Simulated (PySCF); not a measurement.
Job for PySCF: R-M06-2X/6-31G* on C2H7Cl (a complex), monomers drawn apart or pushed together.

```python
from pyscf import gto, scf, dft, mp
from pyscf.data.elements import chemcore

mol = gto.M(
    atom='''
    C    -0.02142497    0.03546985   -0.09519288
    H     0.41186808    0.57223824    0.74711636
    H    -1.10861543    0.07947840   -0.03701104
    H     0.30772096    0.49173539   -1.02770916
    H     0.30161639   -1.00491867   -0.07010765
    C    -0.81454387   -0.55972705    3.87560743
    Cl    0.44293123    0.66251396    4.25747425
    H    -1.13295635   -1.02170983    4.80504711
    H    -1.64577487   -0.05433813    3.39391437
    H    -0.38102705   -1.29759716    3.20807346
    ''',
    basis='6-31g*',
    cart=True,
    charge=0, spin=0, verbose=3, max_memory=1800)
mf = dft.RKS(mol, xc='m062x')
mf.conv_tol = 1e-8
mf.max_cycle = 100
mf.kernel()
if not mf.converged:
    mf = mf.newton().run(mf.mo_coeff, mf.mo_occ)
```

Problem. Give the final energy of this run.

Solution. -540.5288 hartree.
